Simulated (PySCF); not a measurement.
## How methods differ on the ionisation energy of Kr⁺

Kr⁺ [Ar] 3d10 4s2 4p5 (2P) → Kr²⁺ [Ar] 3d10 4s2 4p4 (3P), as a difference of total energies. Computed with PySCF 2.14 in x2c-TZVPPall with one added diffuse shell each of s, p, d type (7s6p5d1f, 57 functions), with scalar relativity by spin-free X2C-1e. Correlated levels: valence: [Ar] 3d10 frozen; valence and next inner shell: [Ne] frozen. The calculations carry no spin-orbit coupling.

| method | ionisation energy (eV) | plus first-order spin-orbit estimate | error of that sum (eV) |
| --- | --- | --- | --- |
| UHF | 23.237 | 23.213 | -1.147 |
| LDA | 24.620 | 24.596 | +0.236 |
| PBE | 24.313 | 24.289 | -0.071 |
| PBE0 | 24.353 | 24.329 | -0.031 |
| r2SCAN | 24.435 | 24.411 | +0.051 |
| B2PLYP | 24.272 | 24.248 | -0.112 |
| revPBE | 24.240 | 24.216 | -0.144 |
| wB97X-V | 24.429 | 24.405 | +0.045 |
| B3LYP | 24.464 | 24.439 | +0.079 |
| MP2 (valence) | 24.061 | 24.037 | -0.323 |
| SCS-MP2 (valence) | 24.058 | 24.034 | -0.326 |
| MP2 (valence and next inner shell) | 24.119 | 24.095 | -0.265 |
| SCS-MP2 (valence and next inner shell) | 24.094 | 24.070 | -0.290 |

Reference: 24.360 eV (measured; NIST Atomic Spectra Database, ionization energies).

A first-order spin-orbit estimate (lowest level to lowest level, LS coupling) adds -0.024 eV.

Errors of the correlated levels include the incompleteness of this basis and the frozen core.
